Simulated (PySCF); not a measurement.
F₆W, charge -1, doublet, at a GFN2-xTB geometry (such geometries of metal compounds can be far from the true shape) (the multiplicity is a formal guess) (core potentials on W); DF-HF/def2-SVP (PySCF).

PySCF was given this input:
```python
from pyscf import gto, scf

mol = gto.Mole()
mol.atom = '''
    W    -0.000000    0.000000   -0.000000
    F     1.180280   -0.484179   -1.481638
    F    -1.180280    0.484179    1.481638
    F    -1.241133    0.832422   -1.260716
    F    -0.943011   -1.701584   -0.195154
    F     0.943011    1.701584    0.195154
    F     1.241133   -0.832422    1.260716
'''
mol.basis = 'def2-svp'
mol.ecp = {'W': 'def2-svp'}
mol.charge = -1
mol.spin = 1
mol.verbose = 4
mol.build()

mf = scf.UHF(mol)
mf = mf.density_fit(auxbasis='def2-universal-jkfit')
mf.kernel()
mf.analyze()
```

What does PySCF print? Leave out banner, timings and long lists.


```
PySCF version 2.14.0

[INPUT] verbose = 4
[INPUT] num. atoms = 7
[INPUT] num. electrons = 69
[INPUT] charge = -1
[INPUT] spin (= nelec alpha-beta = 2S) = 1
[INPUT] symmetry False subgroup None
[INPUT] Mole.unit = angstrom
[INPUT] Symbol           X                Y                Z      unit          X                Y                Z       unit  Magmom
[...]
nuclear repulsion = 423.520685490531
number of shells = 48
number of NR pGTOs = 201
number of NR cGTOs = 116
basis = def2-svp
ecp = {'W': 'def2-svp'}

******** <class 'pyscf.df.df_jk.DFUHF'> ********
method = DFUHF
initial guess = minao
damping factor = 0
level_shift factor = 0
DIIS = <class 'pyscf.scf.diis.CDIIS'>
diis_start_cycle = 1
diis_space = 8
diis_damp = 0
SCF conv_tol = 1e-09
SCF conv_tol_grad = None
SCF max_cycles = 50
direct_scf = False
number electrons alpha = 35  beta = 34
Set gradient conv threshold to 3.16228e-05
******** <class 'pyscf.df.df.DF'> ********
auxbasis = def2-universal-jkfit
init E= -648.598448437702

cycle= 1 E= -662.472795524029  delta_E= -13.9  |g|=  1.1  |ddm|=  5.3
cycle= 2 E= -662.547160415003  delta_E= -0.0744  |g|= 0.931  |ddm|= 1.42
cycle= 3 E= -662.856858498669  delta_E= -0.31  |g|= 0.083  |ddm|= 0.661
cycle= 4 E= -662.860039126555  delta_E= -0.00318  |g|= 0.0151  |ddm|= 0.107
cycle= 5 E= -662.860258913698  delta_E= -0.00022  |g|= 0.00579  |ddm|= 0.0237
cycle= 6 E= -662.860295605323  delta_E= -3.67e-05  |g|= 0.00252  |ddm|= 0.00987
cycle= 7 E= -662.860302143863  delta_E= -6.54e-06  |g|= 0.00116  |ddm|= 0.00351
cycle= 8 E= -662.860303933888  delta_E= -1.79e-06  |g|= 0.000409  |ddm|= 0.00234
cycle= 9 E= -662.860304273811  delta_E= -3.4e-07  |g|= 0.000151  |ddm|= 0.00116
cycle= 10 E= -662.860304373467  delta_E= -9.97e-08  |g|= 0.000106  |ddm|= 0.000694
cycle= 11 E= -662.86030443078  delta_E= -5.73e-08  |g|= 0.000105  |ddm|= 0.000459
cycle= 12 E= -662.860304473358  delta_E= -4.26e-08  |g|= 0.000105  |ddm|= 0.000343
cycle= 13 E= -662.860304532855  delta_E= -5.95e-08  |g|= 0.000105  |ddm|= 0.00048
cycle= 14 E= -662.860304696178  delta_E= -1.63e-07  |g|= 0.000104  |ddm|= 0.00132
cycle= 15 E= -662.860305101354  delta_E= -4.05e-07  |g|= 0.000104  |ddm|= 0.00328
cycle= 16 E= -662.860306873158  delta_E= -1.77e-06  |g|= 0.000104  |ddm|= 0.0145
cycle= 17 E= -662.860307266943  delta_E= -3.94e-07  |g|= 0.000104  |ddm|= 0.00324
cycle= 18 E= -662.860308235059  delta_E= -9.68e-07  |g|= 0.000102  |ddm|= 0.008
cycle= 19 E= -662.860324074279  delta_E= -1.58e-05  |g|= 0.00209  |ddm|= 0.173
cycle= 20 E= -662.860323069153  delta_E= 1.01e-06  |g|= 0.00148  |ddm|= 0.0252
cycle= 21 E= -662.860323041054  delta_E= 2.81e-08  |g|= 0.00179  |ddm|= 0.00629
cycle= 22 E= -662.860324965415  delta_E= -1.92e-06  |g|= 0.00167  |ddm|= 0.0182
cycle= 23 E= -662.860328321594  delta_E= -3.36e-06  |g|= 0.00255  |ddm|= 0.0683
cycle= 24 E= -662.860329115912  delta_E= -7.94e-07  |g|= 0.00116  |ddm|= 0.0298
cycle= 25 E= -662.860333250119  delta_E= -4.13e-06  |g|= 0.00288  |ddm|= 0.131
cycle= 26 E= -662.860332276494  delta_E= 9.74e-07  |g|= 0.00341  |ddm|= 0.0254
cycle= 27 E= -662.860333723866  delta_E= -1.45e-06  |g|= 8.73e-05  |ddm|= 0.105
cycle= 28 E= -662.860336413133  delta_E= -2.69e-06  |g|= 0.000853  |ddm|= 0.0524
cycle= 29 E= -662.860338830877  delta_E= -2.42e-06  |g|= 0.00125  |ddm|= 0.0704
cycle= 30 E= -662.860340088159  delta_E= -1.26e-06  |g|= 0.000196  |ddm|= 0.0126
cycle= 31 E= -662.860340285641  delta_E= -1.97e-07  |g|= 0.00125  |ddm|= 0.0703
cycle= 32 E= -662.860340542225  delta_E= -2.57e-07  |g|= 0.00106  |ddm|= 0.00186
cycle= 33 E= -662.860341195416  delta_E= -6.53e-07  |g|= 0.000128  |ddm|= 0.00176
cycle= 34 E= -662.860341233913  delta_E= -3.85e-08  |g|= 5.99e-05  |ddm|= 0.0104
cycle= 35 E= -662.8603412381  delta_E= -4.19e-09  |g|= 1.64e-05  |ddm|= 0.00248
cycle= 36 E= -662.860341238521  delta_E= -4.21e-10  |g|= 2.71e-06  |ddm|= 0.000681
Extra cycle  E= -662.860341238529  delta_E= -8.41e-12  |g|= 1.15e-06  |ddm|= 3.01e-06
[...]
converged SCF energy = -662.860341238529  <S^2> = 0.75432876  2S+1 = 2.0043241
Total Energy =                        -662.860341238529145
[...]
spin_pop of  0 W 5pz       0.00451
spin_pop of  0 W 6px      -0.00274
spin_pop of  0 W 6py      -0.00393
spin_pop of  0 W 6pz      -0.00191
spin_pop of  0 W 7px      -0.00107
spin_pop of  0 W 7py      -0.00139
spin_pop of  0 W 7pz      -0.00084
spin_pop of  0 W 5dxy      0.02093
spin_pop of  0 W 5dyz      0.13712
spin_pop of  0 W 5dz^2     0.40408
spin_pop of  0 W 5dxz      0.11405
spin_pop of  0 W 5dx2-y2    0.24097
spin_pop of  0 W 6dxy      0.00075
spin_pop of  0 W 6dyz      0.00323
spin_pop of  0 W 6dz^2     0.01481
spin_pop of  0 W 6dxz      0.01279
spin_pop of  0 W 6dx2-y2    0.02104
spin_pop of  0 W 5f-3     -0.00013
spin_pop of  0 W 5f-2     -0.00002
spin_pop of  0 W 5f-1      0.00024
spin_pop of  0 W 5f+0      0.00006
spin_pop of  0 W 5f+1     -0.00012
spin_pop of  0 W 5f+2     -0.00033
spin_pop of  0 W 5f+3     -0.00028
spin_pop of  1 F 1s        0.00000
spin_pop of  1 F 2s       -0.00020
spin_pop of  1 F 3s        0.00025
spin_pop of  1 F 2px      -0.00402
spin_pop of  1 F 2py      -0.00298
spin_pop of  1 F 2pz      -0.00473
spin_pop of  1 F 3px       0.00025
spin_pop of  1 F 3py       0.00023
spin_pop of  1 F 3pz       0.00018
spin_pop of  1 F 3dxy      0.00001
spin_pop of  1 F 3dyz      0.00003
spin_pop of  1 F 3dz^2     0.00002
spin_pop of  1 F 3dxz      0.00002
spin_pop of  1 F 3dx2-y2    0.00004
spin_pop of  2 F 1s        0.00000
spin_pop of  2 F 2s       -0.00020
spin_pop of  2 F 3s        0.00025
spin_pop of  2 F 2px      -0.00402
spin_pop of  2 F 2py      -0.00298
spin_pop of  2 F 2pz      -0.00473
spin_pop of  2 F 3px       0.00025
spin_pop of  2 F 3py       0.00023
spin_pop of  2 F 3pz       0.00018
spin_pop of  2 F 3dxy      0.00001
spin_pop of  2 F 3dyz      0.00003
spin_pop of  2 F 3dz^2     0.00002
spin_pop of  2 F 3dxz      0.00002
spin_pop of  2 F 3dx2-y2    0.00004
spin_pop of  3 F 1s        0.00000
spin_pop of  3 F 2s        0.00033
spin_pop of  3 F 3s        0.00024
spin_pop of  3 F 2px      -0.00121
spin_pop of  3 F 2py       0.00964
spin_pop of  3 F 2pz      -0.00531
spin_pop of  3 F 3px       0.00150
spin_pop of  3 F 3py       0.00446
spin_pop of  3 F 3pz       0.00016
spin_pop of  3 F 3dxy      0.00002
spin_pop of  3 F 3dyz      0.00004
spin_pop of  3 F 3dz^2     0.00000
spin_pop of  3 F 3dxz      0.00003
spin_pop of  3 F 3dx2-y2    0.00005
spin_pop of  4 F 1s        0.00000
spin_pop of  4 F 2s        0.00033
spin_pop of  4 F 3s        0.00018
spin_pop of  4 F 2px       0.00295
spin_pop of  4 F 2py      -0.00438
spin_pop of  4 F 2pz       0.00456
spin_pop of  4 F 3px       0.00289
spin_pop of  4 F 3py       0.00112
spin_pop of  4 F 3pz       0.00209
spin_pop of  4 F 3dxy      0.00003
spin_pop of  4 F 3dyz      0.00003
spin_pop of  4 F 3dz^2     0.00001
spin_pop of  4 F 3dxz      0.00001
spin_pop of  4 F 3dx2-y2    0.00006
spin_pop of  5 F 1s        0.00000
spin_pop of  5 F 2s        0.00033
spin_pop of  5 F 3s        0.00018
spin_pop of  5 F 2px       0.00295
spin_pop of  5 F 2py      -0.00438
spin_pop of  5 F 2pz       0.00456
spin_pop of  5 F 3px       0.00289
spin_pop of  5 F 3py       0.00112
spin_pop of  5 F 3pz       0.00209
spin_pop of  5 F 3dxy      0.00003
spin_pop of  5 F 3dyz      0.00003
spin_pop of  5 F 3dz^2     0.00001
spin_pop of  5 F 3dxz      0.00001
spin_pop of  5 F 3dx2-y2    0.00006
spin_pop of  6 F 1s        0.00000
spin_pop of  6 F 2s        0.00033
spin_pop of  6 F 3s        0.00024
spin_pop of  6 F 2px      -0.00121
spin_pop of  6 F 2py       0.00964
spin_pop of  6 F 2pz      -0.00531
spin_pop of  6 F 3px       0.00150
spin_pop of  6 F 3py       0.00446
spin_pop of  6 F 3pz       0.00016
spin_pop of  6 F 3dxy      0.00002
spin_pop of  6 F 3dyz      0.00004
spin_pop of  6 F 3dz^2     0.00000
spin_pop of  6 F 3dxz      0.00003
spin_pop of  6 F 3dx2-y2    0.00005
In total            35.00000 | 34.00000

WARN: System has nonzero charge -1; the dipole moment is origin-dependent.
Location of origin: [0. 0. 0.]

Dipole moment(X, Y, Z, Debye): -0.00000, -0.00000,  0.00000
```
